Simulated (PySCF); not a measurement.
**Simulated absorption spectrum**

Species: C8H8S.
SMILES with atom numbers: `[CH2:1]=[C:2]1[CH:3]=[C:4]([C:5]([CH3:6])=[S:7])[C:8]1=[CH2:9]` (hydrogens: H10, H11 on C1; H12 on C3; H13, H14, H15 on C6; H16, H17 on C9)

The calculation used TDDFT PBE0/def2-SVPD, vertical, gas phase, core orbitals frozen in the response in PySCF. The structure is a single GFN2-xTB conformer in the gas phase; no vibrational or solvent corrections. Torsions of this conformer, `[CH2:1]=[C:2]1[CH:3]=[C:4]([C:5]([CH3:6])=[S:7])[C:8]1=[CH2:9]`: C3–C4–C5–C6 0°.

Computed states:

| state | E (eV) | f |
| --- | --- | --- |
| S1 | 1.89 | 0.0001 |
| S2 | 3.31 | 0.036 |
| S3 | 3.78 | 0.446 |
| S4 | 4.72 | 0.0000 |
| S5 | 5.11 | 0.075 |
| S6 | 5.16 | 0.0004 |

Broadening: Gaussians 0.4 eV wide at half height, area fixed by f = 4.319×10⁻⁹ ∫ε dν̃. The width is an assumption, not a result. The curve ends short of the highest state used, and states not computed would add to its high-energy end.

Task: What does the envelope look like, and where are its maxima?

Result: 
E (eV), ε (L mol⁻¹ cm⁻¹) and a bar:
```
     1.29          0 
     1.35          0 
     1.41          0 
     1.46          0 
     1.52          1 
     1.58          1 
     1.64          2 
     1.70          4 
     1.76          5 
     1.82          6 
     1.88          7 
     1.94          6 
     2.00          5 
     2.06          4 
     2.12          3 
     2.18          2 
     2.24          1 
     2.30          0 
     2.36          0 
     2.42          0 
     2.48          0 
     2.54          0 
     2.60          0 
     2.65          1 
     2.71          5 
     2.77         16 
     2.83         46 
     2.89        117 
     2.95        262 
     3.01        519 #
     3.07        910 #
     3.13       1417 #
     3.19       1976 ##
     3.25       2525 ###
     3.31       3103 ###
     3.37       3960 ####
     3.43       5585 ######
     3.49       8548 #########
     3.55      13145 #############
     3.61      18990 ###################
     3.67      24856 #########################
     3.73      29013 #############################
     3.79      30010 ##############################
     3.85      27441 ###########################
     3.90      23164 #######################
     3.96      16863 #################
     4.02      10837 ###########
     4.08       6148 ######
     4.14       3079 ###
     4.20       1361 #
     4.26        531 #
     4.32        183 
     4.38         56 
     4.44         18 
     4.50         12 
     4.56         28
```

Maxima: 657 nm (1.89 eV), ε about 6.7, made up of S1 (100%); 328 nm (3.78 eV), ε about 30000, made up of S3 (100%) (ε in L mol⁻¹ cm⁻¹; maxima over ε = 5, shares over 10%). At its high-energy end, 4.56 eV, the curve is still rising (ε about 28, from S5).

Task: Does any computed singlet lie in the visible range?

Result: S1 lies in the visible range (380 to 750 nm), at 657 nm, dark in the vertical dipole picture (f under 0.0005); light of that wavelength is red, and its complementary colour is blue-green; a Tamm–Dancoff triplet lies at 670 nm, without intensity as long as spin–orbit coupling is left out.

Task: On this curve, what absorbance would a 10⁻⁵ mol/L sample give at 633 nm over a 1 cm path?

Result: 633 nm is 1.959 eV, where ε is about 6.2 L mol⁻¹ cm⁻¹, so A = ε c l ≈ 6.2e-05 (Beer–Lambert, with the gas-phase spectrum and the assumed width).

Task: Coming from long wavelengths, where does ε first pass 100 L mol⁻¹ cm⁻¹?

Result: At about 430 nm (2.88 eV), 0.99 eV above S1.

On one thread, Arm Neoverse N1 (aarch64), shared host with 32 logical CPUs at a one-minute load of 24, this took 78 s wall and 1.0 GiB of memory at its peak.
